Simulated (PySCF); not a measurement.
SMILES OC[SiH3], B3LYP/def2-SVP optimised geometry.

```
9

O      1.66    -0.96     0.00
C      0.24    -0.96     0.00
Si    -0.47     0.81     0.00
H      1.97    -0.58    -0.84
H     -0.18    -1.55    -0.84
H     -0.08    -1.47     0.92
H      0.06     1.54    -1.20
H     -1.97     0.80    -0.07
H     -0.04     1.55     1.22
```

Density from PySCF with B3LYP/def2-TZVP at that geometry.

Minimum of the electron density along straight lines between bonded atoms, close to the bond critical point (lines longer than 1.1 times the sum of covalent radii, or with two minima, are not listed):

| bond | length / Å | ρ at the minimum / e bohr⁻³ | ∇²ρ there / e bohr⁻⁵ | position (fraction from the first atom) |
|---|---|---|---|---|
| O1–C2 | 1.423 | 0.256 | -0.57 | 0.64 |
| C2–Si3 | 1.909 | 0.120 | 0.13 | 0.61 |
| O1–H4 | 0.966 | 0.360 | -2.38 | 0.80 |
| C2–H5 | 1.110 | 0.271 | -0.91 | 0.64 |
| C2–H6 | 1.103 | 0.277 | -0.95 | 0.65 |
| Si3–H7 | 1.496 | 0.119 | 0.14 | 0.49 |
| Si3–H8 | 1.495 | 0.119 | 0.14 | 0.49 |
| Si3–H9 | 1.491 | 0.121 | 0.15 | 0.49 |
